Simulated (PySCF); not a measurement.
## RuF₃, doublet: structure and spectrum

These are results of PySCF, UB3LYP, basis Ru def2-SVP with ECP28, F def2-SVP (scalar-relativistic core potentials, no spin–orbit coupling, density fitting), not measurements.

The structure is a minimum.

```xyz
4
charge 0 multiplicity 2, angstrom
Ru    0.0000    0.0000    0.0000
F     1.8302    0.0000    0.0000
F    -0.9151    1.5850    0.0000
F    -0.9151   -1.5850    0.0000
```

| Quantity | Value |
| --- | --- |
| Point group | D3h |
| Bond lengths | Ru–F 1.830 Å (×3) |
| Bond angles | F–Ru–F 120.0° (×3) |
| Rotational constants | 0.1766, 0.1766, 0.0883 cm⁻¹ |
| Atomisation energy without zero-point energy | 1202 kJ/mol |
| Dipole moment | 0.01 D |
| Enthalpy at 298.15 K above 0 K | 16.38 kJ/mol |
| Entropy at 298.15 K and 1 bar (electronic part: spin only) | 314.3 J/(mol K) |
| Rotational symmetry number | 6 |
| Principal polarisabilities | 20.4, 31.5, 31.5 bohr³ |
| Lowest empty level (β) | -4.42 eV |
| Zero-point energy | 14.2 kJ/mol |
| Principal quadrupole moments (Buckingham, traceless) about the centre of mass | -2.89, -2.89, 5.79 D Å |
| Highest occupied level (β) | -7.49 eV |
| Heat capacity Cp at 298.15 K | 68.6 J/(mol K) |
| Spin squared ⟨S²⟩ | 0.795 |

Harmonic modes (masses in u: Ru 101.904, F 18.998):
```json
{"ω (cm⁻¹)": "102", "IR (km/mol, summed over degenerate members)": "18.5", "degeneracy": "1", "μ (u)": "26.83"}
{"ω (cm⁻¹)": "131", "IR (km/mol, summed over degenerate members)": "16.7", "degeneracy": "2", "μ (u)": "21.30"}
{"ω (cm⁻¹)": "613", "IR (km/mol, summed over degenerate members)": "0.1", "degeneracy": "1", "μ (u)": "19.00"}
{"ω (cm⁻¹)": "700", "IR (km/mol, summed over degenerate members)": "270", "degeneracy": "2", "μ (u)": "23.27"}
```

Charges (e):
```json
{"atom": "Ru1", "Mulliken": "0.99", "Löwdin": "0.37", "polar tensor": "1.69", "spin (Mulliken)": "1.03", "Mayer order to Ru1": "–"}
{"atom": "F2,3,4", "Mulliken": "-0.33", "Löwdin": "-0.12", "polar tensor": "-0.56", "spin (Mulliken)": "-0.01", "Mayer order to Ru1": "1.02"}
```

Mulliken populations on Ru1 (electrons outside its core potential): s 2.32, p 6.32, d 6.35, f 0.02.

Outer orbital energies (eV). α occupied: -12.66, -12.01, -12.01, -11.92, -11.65, -8.39, -7.79, -7.79; empty: -4.25, -4.25, -0.74, -0.03. β occupied: -12.59, -12.59, -12.04, -12.04, -11.91, -11.69, -7.49, -7.49; empty: -4.42, -3.91, -3.91, -0.44.

Formally Ru is in oxidation state +3, d5, with 1 unpaired electron (the high-spin count would be 5). The Mulliken spin on Ru is 1.03. The polar-tensor charge on Ru, 1.69, is far below the formal one.

The spin densities have lower symmetry than the nuclear frame, so modes carry no symmetry labels and degenerate sets may split. This need not be the most stable arrangement of these atoms. With open d or f shells other occupations or spin states may lie lower.

The final relaxation and frequency run took of the order of 80 core-seconds on a shared host.
